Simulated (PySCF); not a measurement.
Al(All)(H)(Me) (C4H9Al), SMILES C=C[CH2][AlH][CH3].

Geometry optimised at B3LYP-D3(BJ)/def2-SVP. The structure was generated by enumeration; whether it is a known compound was not checked. Other conformers were not sampled.

Vertical ionisation energy (IE) and electron affinity (EA) in eV. Rows of orbital energies are one-electron estimates. Where ΔSCF, EOM or ADC give a negative EA the extra electron is unbound and the value depends on the basis.

```csv
level,IE,EA
"−ε(HOMO), −ε(LUMO), r2SCAN/def2-TZVP (PySCF)",5.87,1.19
"−ε(HOMO), −ε(LUMO), PBE/def2-TZVP (PySCF)",5.69,1.39
```
